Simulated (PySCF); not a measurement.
**Static response to an electric field**

Compound: C2H8OSi2.
Geometry (GFN2-xTB, Å), atoms numbered from 1 in this order:
```
atom  x, y, z in Å
O1     2.718   -0.395    1.275
Si2    2.014    0.059   -0.122
C3     0.190   -0.221    0.222
C4    -0.810    0.296   -0.490
Si5   -2.640    0.017   -0.158
H6     3.663   -0.371    1.393
H7     2.498   -0.774   -1.229
H8     2.319    1.464   -0.414
H9    -0.055   -0.861    1.062
H10   -0.555    0.939   -1.326
H11   -2.811   -1.116    0.753
H12   -3.317   -0.257   -1.429
H13   -3.220    1.222    0.445
```

Level: PBE0/def2-SVPD (PySCF), static field, nuclei fixed, core orbitals frozen in the response. The polarisability tensor in these axes (au):

```
x   111.78  -3.08   4.75
y    -3.08  68.92  -3.67
z     4.75  -3.67  72.00
```

**Question.** Diagonalise the tensor; give its mean and Δα, where Δα² is half the sum of the squared differences of the eigenvalues.

**Answer.** Principal values 66.47, 73.61 and 112.61 au; mean 84.23 au = 12.48 Å³ = 13.89 × 10⁻⁴⁰ C²·m²/J; Δα = 43.02 au (51 % of the mean).

**Question.** What is the dipole moment, and where does it point?

**Answer.** (1.18, 0.23, -0.39) D, 1.27 D in size, pointing from the negative to the positive side. Measured along this direction, the outermost atoms are H11 at the negative end and H6 at the positive end.

**Question.** How large is μ²/3kT at 273 K beside α?

**Answer.** In Gaussian units μ²/3kT = 14.19 Å³ against 12.48 Å³, a ratio of 1.14; the Debye molar polarisation (4π/3)N_A(α + μ²/3kT) is 67.3 cm³/mol, leaving out the vibrational part.

**Question.** Molar refractivity from α?

**Answer.** Lorentz–Lorenz: R = (4π/3)N_A α = 2.5225 cm³/(mol·Å³) × 12.48 Å³ = 31.5 cm³/mol, in the limit of long wavelengths.

**Question.** Rayleigh depolarisation ratio (linearly polarised light, static tensor)?

**Answer.** ρ = 3Δα²/(45ᾱ² + 4Δα²) = 5552.3/(319273 + 7403.0) = 0.017.

The structure is a single GFN2-xTB conformer in the gas phase; no vibrational or solvent corrections.
